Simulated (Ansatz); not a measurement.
C2H6Cl2Si can be A, `ClC[SiH2]CCl`, or B, `CC(Cl)[SiH2]Cl`.

Isolated molecules relaxed with PBE0-D4/def2-TZVP in Ansatz; ΔE leaves out vibrations. CBS: MP2 limit from def2 TZ/QZ plus the TZ coupled-cluster correction, frozen cores. Functionals use def2-TZVPP. B3LYP here is the variant with VWN-RPA as its local correlation; programs differ in this. One conformer a species, not always the lowest.

A:

```xyz
11

Cl   -1.6590   -1.8297    0.0886
C    -0.1109   -1.3876   -0.6875
Si    0.7537   -0.0847    0.3561
C    -0.3418    1.4385    0.4736
Cl   -0.6250    2.0865   -1.1678
H     0.4812   -2.2978   -0.7836
H    -0.3396   -1.0128   -1.6853
H     0.9956   -0.6261    1.7191
H     2.0439    0.2845   -0.2830
H    -1.3144    1.1987    0.9037
H     0.1163    2.2306    1.0660
```

B:

Z-matrix (Å, degrees):
```
C
C 1 1.511
H 1 1.093 2 109.4
H 1 1.092 2 111.1 3 -119.7
H 1 1.092 2 111.2 3 119.6
Cl 2 1.805 1 110.9 3 179.7
Si 2 1.879 1 115.6 3 -64.0
H 2 1.092 1 111.0 3 62.7
Cl 7 2.062 2 108.9 1 60.3
H 7 1.478 2 110.4 1 178.8
H 7 1.480 2 109.3 1 -57.7
```

Task: Which isomer does CCSD(T)/CBS put lower? Give the gap. (Best estimate.)

Result: Ansatz gave: B, by 138.5 kJ/mol.

Task: Give E(B) − E(A) in kJ/mol with B3LYP, CCSD/def2-TZVPP, ωB97M-V, PBE-D4, B3LYP-D4, CCSD(T)/def2-SVP, HF/def2-TZVPP. (An estimate is asked.)

Result: Computed: B3LYP -134.1, CCSD/def2-TZVPP -137.9, ωB97M-V -136.9, PBE-D4 -132.1, B3LYP-D4 -134.3, CCSD(T)/def2-SVP -145.7, HF/def2-TZVPP -142.0. None reverses the order clearly.

Task: Does the order hold for the free energy at 298.15 K (harmonic terms from PBE0-D4)? (Best estimate.)

Result: Ansatz gave: Yes: G(B) − G(A) = -134.9 kJ/mol, for one conformer each. Modes under 60 cm⁻¹, often nearly free rotors, make the harmonic entropy too high.

Largest T1 diagnostic: 0.010.

From PBE to PBE0 (25 % exact exchange), in def2-TZVPP and without D4, E(B) − E(A) moves by −4.1 kJ/mol. At CCSD(T), def2-SVP lies −7.2 kJ/mol from the extrapolated value and def2-TZVPP +1.1 kJ/mol.
